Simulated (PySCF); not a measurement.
**UHF on P²⁺ (phosphorus, charge +2)**

Configuration: [Ne] 3s2 3p1, 2P determinant. Calculation: PySCF 2.14, in Sapporo-DZP-2012 (5s4p2d, 27 functions); scalar relativity by spin-free X2C-1e.

```
Total energy                                                  : -340.343657 hartree
One-electron energy                                           : -459.8964 hartree
Hartree (Coulomb) energy                                      : 141.5926 hartree
Exchange energy                                               : -22.0398 hartree
⟨S²⟩                                                          : 0.7632
⟨L²⟩                                                          : 2.040
Sum of ⟨r⟩                                                    : 9.663 bohr
Sum of ⟨r²⟩                                                   : 14.13 bohr²
Traceless quadrupole moment −½Σ⟨3z² − r²⟩ along its main axis : -1.87 e·bohr²
Langevin diamagnetic susceptibility                           : -11.2 ×10⁻⁶ cm³/mol
Time after the integrals                                      : 0.06 s of wall time on 1 thread of Neoverse-V1 (shared host)
```

| shell | electrons | mean orbital energy (eV) | spread (eV) | rms radius, mean of both spins (bohr) |
| --- | --- | --- | --- | --- |
| 1s α | 1 | -2207.1 | 0 | 0.120 |
| 1s β | 1 | -2206.8 | 0 | 0.120 |
| 2s α | 1 | -229.73 | 0 | 0.560 |
| 2s β | 1 | -229.48 | 0 | 0.560 |
| 2p α | 3 | -171.49 | 0.479 | 0.539 |
| 2p β | 3 | -171.00 | 0.615 | 0.539 |
| 3s α | 1 | -40.202 | 0 | 1.89 |
| 3s β | 1 | -37.257 | 0 | 1.89 |
| 3p α | 1 | -29.923 | 0 | 2.14 |

Densities and radii are taken from the X2C orbitals without a picture-change correction, which distorts them close to the nucleus.
